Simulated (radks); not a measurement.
Species: Hf+. Configuration: [Xe] 4f14 5d1 6s2.

All-electron calculation, scalar-relativistic Kohn-Sham, LDA (Slater exchange, Perdew-Wang correlation), spin-unpolarised, spherical densities, finite nucleus; Fermi nuclear charge, rms radius 5.347 fm. Program: a radial shooting solver on a logarithmic mesh with Libxc functionals.

Energy parts (hartree):
part                       energy
total                 -15066.9051
kinetic                16498.9249
electron-nucleus      -37149.0215
Hartree                 5881.4532
exchange-correlation    -298.2618

Orbitals (lengths in bohr, moments of r in powers of bohr; r(90%) holds 90 % of the orbital's charge):
[
 {"orbital": "1s", "occ.": "2", "eigenvalue (hartree)": "-2396.739", "r(90%)": "0.0345"},
 {"orbital": "2s", "occ.": "2", "eigenvalue (hartree)": "-410.2443", "r(90%)": "0.125"},
 {"orbital": "2p", "occ.": "6", "eigenvalue (hartree)": "-360.5048", "r(90%)": "0.117"},
 {"orbital": "3s", "occ.": "2", "eigenvalue (hartree)": "-93.72124", "r(90%)": "0.306"},
 {"orbital": "3p", "occ.": "6", "eigenvalue (hartree)": "-78.85510", "r(90%)": "0.312"},
 {"orbital": "3d", "occ.": "10", "eigenvalue (hartree)": "-61.19805", "r(90%)": "0.294"},
 {"orbital": "4s", "occ.": "2", "eigenvalue (hartree)": "-19.13129", "r(90%)": "0.673"},
 {"orbital": "4p", "occ.": "6", "eigenvalue (hartree)": "-14.24986", "r(90%)": "0.725"},
 {"orbital": "4d", "occ.": "10", "eigenvalue (hartree)": "-7.93333", "r(90%)": "0.805"},
 {"orbital": "5s", "occ.": "2", "eigenvalue (hartree)": "-2.81275", "r(90%)": "1.63"},
 {"orbital": "5p", "occ.": "6", "eigenvalue (hartree)": "-1.65187", "r(90%)": "1.96"},
 {"orbital": "4f", "occ.": "14", "eigenvalue (hartree)": "-0.97149", "r(90%)": "1.14"},
 {"orbital": "6s", "occ.": "2", "eigenvalue (hartree)": "-0.44400", "r(90%)": "4.49"},
 {"orbital": "5d", "occ.": "1", "eigenvalue (hartree)": "-0.40240", "r(90%)": "3.42"},
 {"orbital": "6p", "occ.": "0", "eigenvalue (hartree)": "-0.25877", "r(90%)": "5.82"},
 {"orbital": "7s", "occ.": "0", "eigenvalue (hartree)": "-0.11926", "r(90%)": "10.4"},
 {"orbital": "6d", "occ.": "0", "eigenvalue (hartree)": "-0.08384", "r(90%)": "10.9"},
 {"orbital": "5f", "occ.": "0", "eigenvalue (hartree)": "-0.03742", "r(90%)": "19.5"}
]

The highest occupied level is 5d at -10.950 eV. For comparison, the ionisation energy in NIST's Atomic Spectra Database is 14.61 eV (theoretical). In exact Kohn-Sham theory the highest level is minus the ionisation energy, but local and semilocal functionals leave it too shallow, through self-interaction and a potential that decays too fast; potentials with the right tail come closer. The electron density at the nucleus is 1.277e+06 e/bohr^3 (large components only). The density falls to 0.001 e/bohr^3 at r = 4.57 bohr. Summed over all electrons, <r^2> = 56.75 bohr^2, which gives a Langevin (diamagnetic) susceptibility term of -44.9 x 10^-6 cm^3/mol.

Beside tabulated values, note that spin-unpolarised runs miss the spin-polarisation part of the exchange energy of open shells.
